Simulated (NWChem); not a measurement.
The numbers come from NWChem runs, not from measurements. System: Al2, charge 0, spin multiplicity 3, at a geometry optimised with UB3LYP/def2-SVP. The structure started from a generated list of species. Its SCF solution wasn't tested for a lower state. Level: UHF/def2-TZVP.

Input file:

```
start mol
memory heap 200 mb stack 900 mb global 1100 mb
geometry units angstroms nocenter noautoz
  Al     0.000000     0.000000     1.252803
  Al     0.000000     0.000000    -1.252803
  symmetry group D2h
end
basis spherical
  * library def2-tzvp
end
scf
  uhf
  nopen 2
  maxiter 100
  thresh 1e-7
  semidirect memsize 60000000 filesize 0
  # guess.movecs holds the orbitals of an unrestricted PBE0 run
  vectors input guess.movecs output mol.movecs
end
task scf energy
```

Part of the output:

```
             Northwest Computational Chemistry Package (NWChem) 7.3.0
             --------------------------------------------------------

                                NWChem Input Module
                                -------------------

 Scaling coordinates for geometry "geometry" by  1.889725989
 (inverse scale =  0.529177249)

 Turning off AUTOSYM since
 SYMMETRY directive was detected!

                             Geometry "geometry" -> ""
                             -------------------------

 Output coordinates in angstroms (scale by  1.889725989 to convert to a.u.)

  No.       Tag          Charge          X              Y              Z
 ---- ---------------- ---------- -------------- -------------- --------------
    1 Al                  13.0000     0.00000000     0.00000000     1.25280300
    2 Al                  13.0000     0.00000000     0.00000000    -1.25280300

 Effective nuclear repulsion energy (a.u.)      35.6923455168

            Nuclear Dipole moment (a.u.)
            ----------------------------
        X                 Y               Z
 ---------------- ---------------- ----------------
     0.0000000000     0.0000000000     0.0000000000

      Symmetry information
      --------------------

 Group name             D2h
 Group number             26
 Group order               8
 No. of unique centers     1

      Symmetry unique atoms

     1


 Summary of "ao basis" -> "" (spherical)
 ------------------------------------------------------------------------------
       Tag                 Description            Shells   Functions and Types
 ---------------- ------------------------------  ------  ---------------------
 *                         def2-tzvp                  on all atoms

 Summary of "ao basis" -> "ao basis" (spherical)
 ------------------------------------------------------------------------------
       Tag                 Description            Shells   Functions and Types
 ---------------- ------------------------------  ------  ---------------------
 Al                        def2-tzvp                13       37   5s5p2d1f

                                 NWChem SCF Module
                                 -----------------

  ao basis        = "ao basis"
  functions       =    74
  atoms           =     2
  alpha electrons =    14
  beta  electrons =    12
  charge          =   0.00
  wavefunction    = UHF
  use symmetry    = T
  symmetry adapt  = T

 Summary of "ao basis" -> "ao basis" (spherical)
 ------------------------------------------------------------------------------
       Tag                 Description            Shells   Functions and Types
 ---------------- ------------------------------  ------  ---------------------
 Al                        def2-tzvp                13       37   5s5p2d1f

      Symmetry analysis of basis
      --------------------------

        ag         16
        au          3
        b1g         3
        b1u        16
        b2g         9
        b2u         9
        b3g         9
        b3u         9

 Forming initial guess at       0.0s

   Symmetry analysis of molecular orbitals - initial alpha
   -------------------------------------------------------

  Numbering of irreducible representations:

     1 ag          2 au          3 b1g         4 b1u         5 b2g
     6 b2u         7 b3g         8 b3u

  Orbital symmetries:

     1 b1u         2 ag          3 ag          4 b1u         5 ag
     6 b3u         7 b2u         8 b3g         9 b2g        10 b1u
[...]
    19      0.773539  1 Al py                56     -0.773539  2 Al py
    16      0.246273  1 Al py                53     -0.246273  2 Al py

 Vector   17  Occ=0.000000D+00  E= 3.938451D-02  Symmetry=b2g
              MO Center= -3.9D-16,  6.7D-16, -6.9D-16, r^2= 7.3D+00
   Bfn.  Coefficient  Atom+Function         Bfn.  Coefficient  Atom+Function
  ----- ------------  ---------------      ----- ------------  ---------------
    18      0.773539  1 Al px                55     -0.773539  2 Al px
    15      0.246273  1 Al px                52     -0.246273  2 Al px

                     UHF Final Beta Molecular Orbital Analysis
                     -----------------------------------------

 Vector   10  Occ=1.000000D+00  E=-3.217324D+00  Symmetry=b2g
              MO Center=  6.7D-19, -1.7D-18,  6.6D-17, r^2= 1.7D+00
   Bfn.  Coefficient  Atom+Function         Bfn.  Coefficient  Atom+Function
  ----- ------------  ---------------      ----- ------------  ---------------
     6      0.387040  1 Al px                43     -0.387040  2 Al px
     9      0.290935  1 Al px                46     -0.290935  2 Al px

 Vector   11  Occ=1.000000D+00  E=-4.380824D-01  Symmetry=ag
              MO Center=  1.4D-33, -1.4D-34,  4.7D-16, r^2= 3.1D+00
   Bfn.  Coefficient  Atom+Function         Bfn.  Coefficient  Atom+Function
  ----- ------------  ---------------      ----- ------------  ---------------
     4      0.493278  1 Al s                 41      0.493278  2 Al s
     3     -0.256048  1 Al s                 40     -0.256048  2 Al s
     5      0.207199  1 Al s                 42      0.207199  2 Al s

 Vector   12  Occ=1.000000D+00  E=-3.131114D-01  Symmetry=b1u
              MO Center= -2.1D-18,  1.6D-19, -1.9D-16, r^2= 5.3D+00
   Bfn.  Coefficient  Atom+Function         Bfn.  Coefficient  Atom+Function
  ----- ------------  ---------------      ----- ------------  ---------------
     4      0.488616  1 Al s                 41     -0.488616  2 Al s
     5      0.373864  1 Al s                 42     -0.373864  2 Al s
     3     -0.248808  1 Al s                 40      0.248808  2 Al s

 Vector   13  Occ=0.000000D+00  E=-8.033944D-03  Symmetry=ag
              MO Center=  1.4D-17, -3.3D-16, -5.7D-15, r^2= 6.7D+00
   Bfn.  Coefficient  Atom+Function         Bfn.  Coefficient  Atom+Function
  ----- ------------  ---------------      ----- ------------  ---------------
    20      0.442894  1 Al pz                57     -0.442894  2 Al pz
     5      0.326607  1 Al s                 42      0.326607  2 Al s
    17      0.289547  1 Al pz                54     -0.289547  2 Al pz

 Vector   14  Occ=0.000000D+00  E= 2.844130D-02  Symmetry=b2u
              MO Center= -3.5D-32, -7.5D-18,  4.0D-17, r^2= 6.0D+00
   Bfn.  Coefficient  Atom+Function         Bfn.  Coefficient  Atom+Function
  ----- ------------  ---------------      ----- ------------  ---------------
    19      0.454471  1 Al py                56      0.454471  2 Al py
    16      0.194781  1 Al py                53      0.194781  2 Al py

 Vector   15  Occ=0.000000D+00  E= 2.844130D-02  Symmetry=b3u
              MO Center=  3.7D-17, -3.4D-32,  5.7D-17, r^2= 6.0D+00
   Bfn.  Coefficient  Atom+Function         Bfn.  Coefficient  Atom+Function
  ----- ------------  ---------------      ----- ------------  ---------------
    18      0.454471  1 Al px                55      0.454471  2 Al px
    15      0.194781  1 Al px                52      0.194781  2 Al px

 center of mass
 --------------
 x =   0.00000000 y =   0.00000000 z =   0.00000000

 moments of inertia (a.u.)
 ------------------
         302.454444292889           0.000000000000           0.000000000000
           0.000000000000         302.454444292889           0.000000000000
           0.000000000000           0.000000000000           0.000000000000

  Mulliken analysis of the total density
  --------------------------------------

    Atom       Charge   Shell Charges
 -----------   ------   -------------------------------------------------------
    1 Al  13    13.00   2.00  0.66  1.31  1.14  0.71  2.90  2.28  0.81  0.49  0.59  0.02  0.07  0.01
    2 Al  13    13.00   2.00  0.66  1.31  1.14  0.71  2.90  2.28  0.81  0.49  0.59  0.02  0.07  0.01

  Mulliken analysis of the alpha density
  --------------------------------------

    Atom       Charge   Shell Charges
 -----------   ------   -------------------------------------------------------
    1 Al  13     7.00   1.00  0.33  0.66  0.55  0.38  1.46  1.14  0.40  0.44  0.56  0.02  0.06  0.00
    2 Al  13     7.00   1.00  0.33  0.66  0.55  0.38  1.46  1.14  0.40  0.44  0.56  0.02  0.06  0.00

   Mulliken analysis of the beta density
   -------------------------------------

    Atom       Charge   Shell Charges
 -----------   ------   -------------------------------------------------------
    1 Al  13     6.00   1.00  0.33  0.66  0.59  0.33  1.44  1.14  0.41  0.05  0.04  0.00  0.00  0.00
    2 Al  13     6.00   1.00  0.33  0.66  0.59  0.33  1.44  1.14  0.41  0.05  0.04  0.00  0.00  0.00

   Mulliken analysis of the spin density
   -------------------------------------

    Atom       Charge   Shell Charges
 -----------   ------   -------------------------------------------------------
    1 Al  13     1.00  -0.00  0.00 -0.00 -0.04  0.04  0.01 -0.00 -0.00  0.39  0.52  0.01  0.06  0.00
    2 Al  13     1.00  -0.00  0.00 -0.00 -0.04  0.04  0.01 -0.00 -0.00  0.39  0.52  0.01  0.06  0.00

       Multipole analysis of the density wrt the origin
       ------------------------------------------------

     L   x y z        total         alpha         beta         nuclear
     -   - - -        -----         -----         ----         -------
     0   0 0 0     -0.000000    -14.000000    -12.000000     26.000000

     1   1 0 0     -0.000000     -0.000000      0.000000      0.000000
     1   0 1 0     -0.000000     -0.000000      0.000000      0.000000
     1   0 0 1      0.000000      0.000000      0.000000      0.000000

     2   2 0 0    -22.708880    -16.758732     -5.950148      0.000000
     2   1 1 0      0.000000      0.000000     -0.000000      0.000000
     2   1 0 1      0.000000      0.000000     -0.000000      0.000000
     2   0 2 0    -22.708880    -16.758732     -5.950148      0.000000
     2   0 1 1     -0.000000     -0.000000     -0.000000      0.000000
     2   0 0 2    -15.495140    -83.429365    -77.791622    145.725847

 Task  times  cpu:        0.5s     wall:        0.5s

 Total times  cpu:        0.5s     wall:        0.5s
```
